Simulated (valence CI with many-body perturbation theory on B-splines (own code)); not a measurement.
## Ir XLVII: calculated level list

Calculated by relativistic CI+MBPT: three valence electrons over a frozen Dirac-Fock core [Ar] 3d10, radial functions for each j: 11 s, 11 p, 9 d, 7 f, 5 g, 2 h, 1 i, with the one-electron correlation potential Σ1 (screened to all orders), the two-electron term Σ2, the three-electron term Σ3, Breit, model QED; selected single and double excitations, second order for the rest (own B-spline code, finite nucleus).

No measured spectrum was set against this ion. As an estimate, large intervals hold to a few tenths of a per cent, small ones and those within an open d or f shell to about a per cent.

Levels 1 to 45 of 67, with energies above the lowest level, (4s^2 4p1/2) J=1/2. "Leading %" is the weight of the configuration and term that name the level; weights of strongly mixed levels are sums over their largest components and can fall short. In the jj column 3d3/2^4 stands for four electrons in 3d with j = 3/2.

| No. | Configuration | Term | J | E (× 10³ cm⁻¹) | Leading % | g | Second component | Leading jj |
| --- | --- | --- | --- | --- | --- | --- | --- | --- |
| 1 | 4s²4p | ²P° | 1/2 | 0.00 | 100 | 0.658 |  | 4s^2 4p1/2 (100 %) |
| 2 | 4s4p² | ⁴P | 1/2 | 843.41 | 56 | 2.166 | 29 % 4s4p² ²S | 4s 4p1/2^2 (98 %) |
| 3 | 4s²4p | ²P° | 3/2 | 979.40 | 99 | 1.329 |  | 4s^2 4p3/2 (99 %) |
| 4 | 4s4p² | ⁴P | 3/2 | 1708.4 | 90 | 1.652 | 7 % 4s4p² ²D | 4s 4p1/2 4p3/2 (99 %) |
| 5 | 4s4p² | ²D | 5/2 | 1780.7 | 59 | 1.354 | 40 % 4s4p² ⁴P | 4s 4p1/2 4p3/2 (98 %) |
| 6 | 4s4p² | ²D | 3/2 | 1882.1 | 62 | 0.983 | 31 % 4s4p² ²P | 4s 4p1/2 4p3/2 (95 %) |
| 7 | 4s4p² | ²P | 1/2 | 1901.8 | 70 | 1.245 | 28 % 4s4p² ⁴P | 4s 4p1/2 4p3/2 (98 %) |
| 8 | 4s²4d | ²D | 3/2 | 2364.4 | 94 | 0.815 |  | 4s^2 4d3/2 (94 %) |
| 9 | 4s²4d | ²D | 5/2 | 2542.8 | 86 | 1.239 | 11 % 4s4p² ⁴P | 4s^2 4d5/2 (86 %) |
| 10 | 4p³ | ²P° | 3/2 | 2725.8 | 46 | 1.323 | 27 % 4p³ ²D° | 4p1/2^2 4p3/2 (94 %) |
| 11 | 4s4p² | ⁴P | 5/2 | 2756.6 | 49 | 1.393 | 39 % 4s4p² ²D | 4s 4p3/2^2 (87 %) |
| 12 | 4s4p² | ²S | 1/2 | 2880.4 | 69 | 1.908 | 16 % 4s4p² ⁴P | 4s 4p3/2^2 (99 %) |
| 13 | 4s4p² | ²P | 3/2 | 2910.3 | 62 | 1.196 | 29 % 4s4p² ²D | 4s 4p3/2^2 (97 %) |
| 14 | 4s4p4d | ⁴F° | 3/2 | 3028.4 | 79 | 0.501 | 16 % 4s4p4d ²D° | 4s 4p1/2 4d3/2 (98 %) |
| 15 | 4s4p4d | ⁴F° | 5/2 | 3090.6 | 48 | 1.037 | 26 % 4s4p4d ²F° | 4s 4p1/2 4d3/2 (96 %) |
| 16 | 4s4p4d | ⁴D° | 1/2 | 3202.1 | 60 | 0.397 | 33 % 4s4p4d ²P° | 4s 4p1/2 4d3/2 (98 %) |
| 17 | 4s4p4d | ⁴D° | 3/2 | 3213.4 | 37 | 1.295 | 22 % 4s4p4d ⁴P° | 4s 4p1/2 4d3/2 (91 %) |
| 18 | 4s4p4d | ⁴P° | 5/2 | 3304.2 | 39 | 1.357 | 29 % 4s4p4d ⁴D° | 4s 4p1/2 4d5/2 (98 %) |
| 19 | 4s4p4d | ⁴F° | 7/2 | 3350.6 | 46 | 1.246 | 30 % 4s4p4d ²F° | 4s 4p1/2 4d5/2 (96 %) |
| 20 | 4s4p4d | ²F° | 5/2 | 3398.7 | 46 | 1.059 | 19 % 4s4p4d ²D° | 4s 4p1/2 4d5/2 (92 %) |
| 21 | 4s4p4d | ²D° | 3/2 | 3407.3 | 41 | 1.143 | 32 % 4s4p4d ²P° | 4s 4p1/2 4d5/2 (82 %) |
| 22 | 4p³ | ²D° | 3/2 | 3697.0 | 45 | 1.380 | 44 % 4p³ ⁴S° | 4p1/2 4p3/2^2 (88 %) |
| 23 | 4p³ | ²D° | 5/2 | 3698.9 | 86 | 1.157 | 11 % 4s4p4d ²F° | 4p1/2 4p3/2^2 (86 %) |
| 24 | 4p³ | ²P° | 1/2 | 3753.1 | 94 | 0.659 | 5 % 4s4p4d ²P° | 4p1/2 4p3/2^2 (94 %) |
| 25 | 4s²4f | ²F° | 5/2 | 3974.7 | 86 | 0.859 | 9 % 4s4p4d ²F° | 4s^2 4f5/2 (86 %) |
| 26 | 4p²4d | ²D | 3/2 | 4015.9 | 39 | 0.773 | 36 % 4p²4d ⁴F | 4p1/2^2 4d3/2 (98 %) |
| 27 | 4s²4f | ²F° | 7/2 | 4032.9 | 75 | 1.154 | 15 % 4s4p4d ⁴F° | 4s^2 4f7/2 (75 %) |
| 28 | 4s4p4d | ⁴D° | 3/2 | 4079.9 | 43 | 1.320 | 38 % 4s4p4d ⁴P° | 4s 4p3/2 4d3/2 (99 %) |
| 29 | 4s4p4d | ⁴P° | 1/2 | 4080.4 | 86 | 2.300 | 13 % 4s4p4d ⁴D° | 4s 4p3/2 4d3/2 (99 %) |
| 30 | 4s4p4d | ⁴D° | 5/2 | 4081.6 | 51 | 1.258 | 18 % 4s4p4d ⁴F° | 4s 4p3/2 4d3/2 (92 %) |
| 31 | 4s4p4d | ⁴D° | 7/2 | 4125.5 | 36 | 1.266 | 27 % 4s4p4d ⁴F° | 4s 4p3/2 4d3/2 (65 %) |
| 32 | 4s4p4d | ⁴F° | 9/2 | 4195.7 | 100 | 1.329 |  | 4s 4p3/2 4d5/2 (100 %) |
| 33 | 4s4p4d | ²D° | 3/2 | 4201.7 | 64 | 0.983 | 23 % 4s4p4d ⁴P° | 4s 4p3/2 4d3/2 (79 %) |
| 34 | 4s4p4d | ²P° | 1/2 | 4272.7 | 73 | 0.586 | 22 % 4s4p4d ⁴D° | 4s 4p3/2 4d3/2 (93 %) |
| 35 | 4p²4d | ²D | 5/2 | 4272.9 | 31 | 1.192 | 21 % 4p²4d ⁴D | 4p1/2^2 4d5/2 (96 %) |
| 36 | 4s4p4d | ²D° | 5/2 | 4294.2 | 46 | 1.348 | 38 % 4s4p4d ⁴P° | 4s 4p3/2 4d5/2 (98 %) |
| 37 | 4s4p4d | ²F° | 5/2 | 4299.3 | 57 | 0.951 | 19 % 4s4p4d ²D° | 4s 4p3/2 4d3/2 (85 %) |
| 38 | 4s4p4d | ²P° | 3/2 | 4335.0 | 42 | 1.172 | 33 % 4s4p4d ²D° | 4s 4p3/2 4d5/2 (73 %) |
| 39 | 4s4p4d | ²F° | 7/2 | 4351.1 | 77 | 1.193 | 17 % 4s4p4d ⁴D° | 4s 4p3/2 4d5/2 (88 %) |
| 40 | 4s4p4d | ²F° | 7/2 | 4432.9 | 64 | 1.212 | 24 % 4s4p4d ⁴D° | 4s 4p3/2 4d5/2 (90 %) |
| 41 | 4s4p4d | ²P° | 1/2 | 4451.8 | 87 | 0.696 | 6 % 4s4p4d ⁴D° | 4s 4p3/2 4d5/2 (93 %) |
| 42 | 4s4p4d | ²P° | 3/2 | 4484.1 | 77 | 1.306 | 7 % 4s4p4d ²D° | 4s 4p3/2 4d5/2 (98 %) |
| 43 | 4s4p4d | ²D° | 5/2 | 4515.6 | 59 | 1.099 | 31 % 4s4p4d ²F° | 4s 4p3/2 4d5/2 (93 %) |
| 44 | 4s4p4f | ⁴G | 5/2 | 4734.9 | 56 | 0.760 | 15 % 4s4p4f ⁴F | 4s 4p1/2 4f5/2 (94 %) |
| 45 | 4s4p4f | ⁴G | 7/2 | 4769.0 | 28 | 1.001 | 21 % 4s4p4f ²G | 4s 4p1/2 4f5/2 (84 %) |

Where two levels of one J and parity lie close, their mixing, g and order are uncertain.

The ionisation energy to 4s² ¹S0 of the next ion comes out as 2501.5 eV (NIST: 2500 ± 4 eV (theoretical)). All 67 levels together are meant to be complete up to 5370.5 × 10³ cm⁻¹.
